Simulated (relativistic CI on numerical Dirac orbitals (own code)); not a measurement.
# What each ingredient does to the levels of Dy⁴⁸⁺

Base calculation: Dirac-Coulomb-Breit CI, KLI orbitals optimised for each configuration, QED by a radiative potential, unscaled Slater integrals.

CI space (outside the closed core [Ne]): 3s2 3p6, 3s2 3p5 3d, 3s 3p6 3d, 3s2 3p5 4s, 3s2 3p5 4p, 3s2 3p5 4d, 3p6 3d 4p, 3s 3p6 4s, 3s2 3p5 4f, 3s 3p6 4p, 3s 3p6 4d, 3s 3p6 4f, 3s2 3p5 5s, 3s2 3p5 5p, 3s2 3p5 5d, 3s2 3p5 5f, 3s2 3p5 5g, 3s 3p6 5s, 3s 3p6 5p, 3s 3p6 5d, 3s 3p6 5f, 3p6 3d2, 3p5 3d3, 3p5 3d2 4s, 3p5 3d2 4p, 3p5 3d2 4d, 3p6 3d 4s, 3p5 3d 4s2, 3p5 3d 4s 4p, 3p5 3d 4s 4d, 3p6 4s2, 3p5 4s2 4p, 3p5 4s2 4d. Double excitations out of closed p, d and f shells are left out; levels of such configurations are missing from the list, as are those of other unlisted configurations, and high levels can miss mixing partners. These lack a partner that the ground configuration has and come out too high: 3s2 3p5 4f, 3s2 3p5 5s, 3s2 3p5 5p, 3s2 3p5 5d, 3s2 3p5 5f.

The lowest level and the first level of each name with at least 55 % of one term (blank where a level has no safe partner in the second run):

| Level | Base (eV) | Shift (eV) |
| --- | --- | --- |
| 3s2 3p6 1S_0 | 0.00 | 0.00 |
| 3s2 3p5 3d 3P°_0 | 204.13 | +1.78 |
| 3s2 3p5 3d 3P°_1 | 213.16 | +1.09 |
| 3s2 3p5 3d 3F°_3 | 217.89 | +0.36 |
| 3s2 3p5 3d 3F°_4 | 256.96 | +0.88 |
| 3s2 3p5 3d 3D°_3 | 271.88 | -0.59 |
| 3s2 3p5 3d 3F°_2 | 413.80 | +0.61 |
| 3s 3p6 3d 3D_1 | 598.38 | +0.47 |
| 3s 3p6 3d 3D_2 | 603.86 | +0.03 |
| 3s 3p6 3d 3D_3 | 643.85 | +0.48 |
| 3s 3p6 3d 1D_2 | 656.58 | -0.89 |
| 3p6 3d2 3F_2 | 1211.64 | +0.48 |
| 3p6 3d2 3P_0 | 1232.30 | -1.38 |
| 3p6 3d2 3F_3 | 1253.79 | +0.77 |

At this charge energies of transitions that change n are usually good to better than 1 %, and those within a shell (Δn = 0) to a few per cent.

**Question.** One thing was changed in a second run, which moved the levels as shown. Which?
A. Breit term removed
B. QED terms removed
C. one mean potential for all configurations
D. valence Slater integrals scaled by 0.9
E. configuration mixing switched off

**Answer.** D. Valence Slater integrals scaled by 0.9. Scaling acts on the splittings between terms and on the mixing, and leaves the fine structure of pure LS terms nearly alone; in jj coupling it moves the levels of one term differently.

LS names give the leading component of a level, which can be under half, so a name can repeat, a term be missing and a line seem to break the LS rules.
